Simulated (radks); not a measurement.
Values are calculated unless marked as measured or tabulated.
Mean orbital radii <r> (bohr) of neutral vanadium, [Ar] 3d3 4s2, at several levels of relativity; Dirac values are averaged over j with weights 2j + 1. Spin-unpolarised spherical Kohn-Sham, LDA (Slater exchange, Perdew-Wang correlation), point nucleus unless stated (finite: rms radius 3.6002 fm), a radial shooting solver on a logarithmic mesh with Libxc functionals. A level marked "c x" has the speed of light scaled by that factor and shares open shells by 2j + 1; other Dirac levels either fill j = l - 1/2 first or share by 2j + 1.

| shell | non-rel. | Dirac, low j first | Dirac, 2j+1 shares, finite nucleus | Dirac, c x 100 | change of magnitude, last against first (%) |
|---|---|---|---|---|---|
| 1s | 0.06718 | 0.06657 | 0.06657 | 0.06718 | 0.00 |
| 2s | 0.3119 | 0.3089 | 0.3089 | 0.3119 | 0.00 |
| 2p | 0.2755 | 0.2744 | 0.2744 | 0.2755 | 0.00 |
| 3s | 0.9581 | 0.9504 | 0.9503 | 0.9581 | 0.00 |
| 3p | 1.021 | 1.018 | 1.018 | 1.021 | 0.00 |
| 3d | 1.433 | 1.448 | 1.446 | 1.433 | 0.00 |
| 4s | 3.350 | 3.324 | 3.323 | 3.350 | 0.00 |
| 4p (empty) | 4.625 | 4.625 | 4.623 | 4.625 | 0.00 |
| 5s (empty) | 15.61 | 15.66 | 15.66 | 15.61 | 0.00 |
